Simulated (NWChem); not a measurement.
Everything below was run with NWChem. System: OP, charge 0, spin multiplicity 2, at a geometry optimised with UB3LYP/def2-SVP. The structure started from a generated list of species. Its SCF solution wasn't tested for a lower state. Level: UHF/cc-pVTZ.

Output (cleaned and shortened):

```
             Northwest Computational Chemistry Package (NWChem) 7.3.0
             --------------------------------------------------------

                                NWChem Input Module
                                -------------------

 Scaling coordinates for geometry "geometry" by  1.889725989
 (inverse scale =  0.529177249)

 Turning off AUTOSYM since
 SYMMETRY directive was detected!

                             Geometry "geometry" -> ""
                             -------------------------

 Output coordinates in angstroms (scale by  1.889725989 to convert to a.u.)

  No.       Tag          Charge          X              Y              Z
 ---- ---------------- ---------- -------------- -------------- --------------
    1 P                   15.0000     0.00000000     0.00000000     0.52143900
    2 O                    8.0000     0.00000000     0.00000000    -0.97769800

 Effective nuclear repulsion energy (a.u.)      42.3585502059

            Nuclear Dipole moment (a.u.)
            ----------------------------
        X                 Y               Z
 ---------------- ---------------- ----------------
     0.0000000000     0.0000000000     0.0000018897

      Symmetry information
      --------------------

 Group name             C2v
 Group number             16
 Group order               4
 No. of unique centers     2

      Symmetry unique atoms

     1    2


 Summary of "ao basis" -> "" (spherical)
 ------------------------------------------------------------------------------
       Tag                 Description            Shells   Functions and Types
 ---------------- ------------------------------  ------  ---------------------
 *                          cc-pvtz                   on all atoms

 Summary of "ao basis" -> "ao basis" (spherical)
 ------------------------------------------------------------------------------
       Tag                 Description            Shells   Functions and Types
 ---------------- ------------------------------  ------  ---------------------
 P                          cc-pvtz                 12       34   5s4p2d1f
 O                          cc-pvtz                 10       30   4s3p2d1f

                                 NWChem SCF Module
                                 -----------------

  ao basis        = "ao basis"
  functions       =    64
  atoms           =     2
  alpha electrons =    12
  beta  electrons =    11
  charge          =   0.00
  wavefunction    = UHF
  use symmetry    = T
  symmetry adapt  = T

 Summary of "ao basis" -> "ao basis" (spherical)
 ------------------------------------------------------------------------------
       Tag                 Description            Shells   Functions and Types
 ---------------- ------------------------------  ------  ---------------------
 P                          cc-pvtz                 12       34   5s4p2d1f
 O                          cc-pvtz                 10       30   4s3p2d1f

      Symmetry analysis of basis
      --------------------------

        a1         28
        a2          6
        b1         15
        b2         15

 Forming initial guess at       0.0s

   Symmetry analysis of molecular orbitals - initial alpha
   -------------------------------------------------------

  Numbering of irreducible representations:

     1 a1          2 a2          3 b1          4 b2

  Orbital symmetries:

     1 a1          2 a1          3 a1          4 b1          5 b2
     6 a1          7 a1          8 a1          9 b2         10 a1
    11 b1         12 b2         13 b1         14 a1         15 a1
    16 a2         17 a1         18 b2         19 b1         20 a1
    21 b2         22 b1

   Symmetry analysis of molecular orbitals - initial beta
   ------------------------------------------------------

  Numbering of irreducible representations:

     1 a1          2 a2          3 b1          4 b2

  Orbital symmetries:

     1 a1          2 a1          3 a1          4 b1          5 a1
     6 b2          7 a1          8 a1          9 b1         10 a1
    11 b2         12 b1         13 b2         14 a1         15 a1
    16 b1         17 a1         18 a2         19 b2         20 a1
    21 b1         22 b2
[...]
    45      0.286633  2 O  px                 9      0.240556  1 P  px

 Vector   12  Occ=1.000000D+00  E=-3.405752D-01  Symmetry=b2
              MO Center= -6.6D-16, -1.9D-15,  4.5D-01, r^2= 2.0D+00
   Bfn.  Coefficient  Atom+Function         Bfn.  Coefficient  Atom+Function
  ----- ------------  ---------------      ----- ------------  ---------------
    10      0.541096  1 P  py                16      0.431068  1 P  py
    46     -0.242296  2 O  py                43     -0.216492  2 O  py
    40     -0.179720  2 O  py

 Vector   13  Occ=0.000000D+00  E= 9.427939D-03  Symmetry=b1
              MO Center= -8.2D-15, -6.7D-16,  4.8D-01, r^2= 2.5D+00
   Bfn.  Coefficient  Atom+Function         Bfn.  Coefficient  Atom+Function
  ----- ------------  ---------------      ----- ------------  ---------------
    15      0.648539  1 P  px                 9      0.370332  1 P  px
    45     -0.316829  2 O  px                42     -0.195166  2 O  px
    39     -0.170082  2 O  px

 Vector   14  Occ=0.000000D+00  E= 1.577288D-01  Symmetry=a1
              MO Center= -3.0D-15, -8.6D-16,  5.5D-01, r^2= 3.6D+00
   Bfn.  Coefficient  Atom+Function         Bfn.  Coefficient  Atom+Function
  ----- ------------  ---------------      ----- ------------  ---------------
    17      1.217915  1 P  pz                38      0.957768  2 O  s
     5     -0.764026  1 P  s                 47      0.315629  2 O  pz
    11      0.182319  1 P  pz

 Vector   15  Occ=0.000000D+00  E= 3.510209D-01  Symmetry=a1
              MO Center= -1.5D-16,  1.3D-16,  9.5D-01, r^2= 3.5D+00
   Bfn.  Coefficient  Atom+Function         Bfn.  Coefficient  Atom+Function
  ----- ------------  ---------------      ----- ------------  ---------------
     5      2.428887  1 P  s                  3     -1.353359  1 P  s
    38     -1.239793  2 O  s                 11     -1.022683  1 P  pz
     2     -0.658722  1 P  s                 47     -0.634238  2 O  pz
     8     -0.374495  1 P  pz                20      0.361606  1 P  d  0

                     UHF Final Beta Molecular Orbital Analysis
                     -----------------------------------------

 Vector    9  Occ=1.000000D+00  E=-5.119963D-01  Symmetry=a1
              MO Center=  2.1D-14,  9.2D-17,  2.7D-01, r^2= 2.0D+00
   Bfn.  Coefficient  Atom+Function         Bfn.  Coefficient  Atom+Function
  ----- ------------  ---------------      ----- ------------  ---------------
     5      0.399035  1 P  s                 11      0.340455  1 P  pz
     3      0.291514  1 P  s                 44     -0.285367  2 O  pz
    41     -0.226725  2 O  pz                47     -0.222216  2 O  pz

 Vector   10  Occ=1.000000D+00  E=-5.054294D-01  Symmetry=b1
              MO Center= -2.0D-14,  7.8D-14, -6.3D-01, r^2= 1.1D+00
   Bfn.  Coefficient  Atom+Function         Bfn.  Coefficient  Atom+Function
  ----- ------------  ---------------      ----- ------------  ---------------
    42      0.367012  2 O  px                45      0.288517  2 O  px
    39      0.283251  2 O  px                 9      0.252636  1 P  px

 Vector   11  Occ=1.000000D+00  E=-4.932189D-01  Symmetry=b2
              MO Center=  7.9D-17, -8.9D-16, -7.1D-01, r^2= 9.9D-01
   Bfn.  Coefficient  Atom+Function         Bfn.  Coefficient  Atom+Function
  ----- ------------  ---------------      ----- ------------  ---------------
    43      0.381673  2 O  py                46      0.309851  2 O  py
    40      0.296706  2 O  py                10      0.204891  1 P  py

 Vector   12  Occ=0.000000D+00  E= 2.280574D-02  Symmetry=b1
              MO Center=  2.5D-15,  1.2D-14,  4.7D-01, r^2= 2.5D+00
   Bfn.  Coefficient  Atom+Function         Bfn.  Coefficient  Atom+Function
  ----- ------------  ---------------      ----- ------------  ---------------
    15      0.657109  1 P  px                 9      0.353045  1 P  px
    45     -0.333758  2 O  px                42     -0.199680  2 O  px
    39     -0.173799  2 O  px

 Vector   13  Occ=0.000000D+00  E= 6.731429D-02  Symmetry=b2
              MO Center= -2.5D-15,  2.4D-15,  5.3D-01, r^2= 2.7D+00
   Bfn.  Coefficient  Atom+Function         Bfn.  Coefficient  Atom+Function
  ----- ------------  ---------------      ----- ------------  ---------------
    16      0.735745  1 P  py                46     -0.328601  2 O  py
    10      0.303111  1 P  py                43     -0.177970  2 O  py
    40     -0.156822  2 O  py

 Vector   14  Occ=0.000000D+00  E= 1.694409D-01  Symmetry=a1
              MO Center= -1.1D-15,  1.2D-15,  4.4D-01, r^2= 3.7D+00
   Bfn.  Coefficient  Atom+Function         Bfn.  Coefficient  Atom+Function
  ----- ------------  ---------------      ----- ------------  ---------------
    17      1.261587  1 P  pz                38      1.058152  2 O  s
     5     -0.892686  1 P  s                 47      0.351035  2 O  pz
    11      0.183753  1 P  pz

 center of mass
 --------------
 x =   0.00000000 y =   0.00000000 z =   0.02062925

 moments of inertia (a.u.)
 ------------------
          84.654058654063           0.000000000000           0.000000000000
           0.000000000000          84.654058654063           0.000000000000
           0.000000000000           0.000000000000           0.000000000000

  Mulliken analysis of the total density
  --------------------------------------

    Atom       Charge   Shell Charges
 -----------   ------   -------------------------------------------------------
    1 P   15    14.55   2.00  1.91  1.12  0.17  0.65  5.75  1.46  0.53  0.64  0.16  0.11  0.04
    2 O    8     8.45   1.95  1.04  0.24  0.57  1.21  2.11  1.30  0.00  0.03  0.00

  Mulliken analysis of the alpha density
  --------------------------------------

    Atom       Charge   Shell Charges
 -----------   ------   -------------------------------------------------------
    1 P   15     7.66   1.00  0.96  0.57  0.08  0.32  2.88  0.94  0.30  0.45  0.09  0.06  0.02
    2 O    8     4.34   0.98  0.53  0.12  0.29  0.66  1.12  0.63  0.00  0.01  0.00

   Mulliken analysis of the beta density
   -------------------------------------

    Atom       Charge   Shell Charges
 -----------   ------   -------------------------------------------------------
    1 P   15     6.88   1.00  0.95  0.55  0.09  0.34  2.88  0.52  0.23  0.19  0.07  0.05  0.02
    2 O    8     4.12   0.98  0.51  0.12  0.29  0.55  0.99  0.67  0.00  0.01  0.00

   Mulliken analysis of the spin density
   -------------------------------------

    Atom       Charge   Shell Charges
 -----------   ------   -------------------------------------------------------
    1 P   15     0.78   0.00  0.00  0.02 -0.00 -0.02  0.00  0.42  0.07  0.26  0.02  0.01 -0.00
    2 O    8     0.22  -0.00  0.02  0.00 -0.00  0.10  0.13 -0.03 -0.00 -0.00 -0.00

       Multipole analysis of the density wrt the origin
       ------------------------------------------------

     L   x y z        total         alpha         beta         nuclear
     -   - - -        -----         -----         ----         -------
     0   0 0 0     -0.000000    -12.000000    -11.000000     23.000000

     1   1 0 0     -0.000000     -0.000000     -0.000000      0.000000
     1   0 1 0     -0.000000      0.000000     -0.000000      0.000000
     1   0 0 1      1.066639      0.172975      0.893663      0.000002

     2   2 0 0    -11.739673     -6.262747     -5.476926      0.000000
     2   1 1 0     -0.000000     -0.000000     -0.000000      0.000000
     2   1 0 1     -0.000000     -0.000000     -0.000000      0.000000
     2   0 2 0    -13.830180     -8.681159     -5.149021      0.000000
     2   0 1 1      0.000000      0.000000      0.000000      0.000000
     2   0 0 2    -14.679885    -29.778047    -26.774804     41.872966

 Task  times  cpu:        1.3s     wall:        1.3s

 Total times  cpu:        1.4s     wall:        1.4s
```

**Question.** Write an NWChem input that would produce this output.

**Answer.** This is not unique; one that fits is 
```
start mol
memory heap 200 mb stack 900 mb global 1100 mb
geometry units angstroms nocenter noautoz
  P      0.000000     0.000000     0.521439
  O      0.000000     0.000000    -0.977698
  symmetry group C2v
end
basis spherical
  * library cc-pvtz
end
scf
  uhf
  nopen 1
  maxiter 100
  thresh 1e-7
  semidirect memsize 60000000 filesize 0
  # guess.movecs holds the orbitals of an unrestricted PBE0 run
  vectors input guess.movecs output mol.movecs
end
task scf energy
```
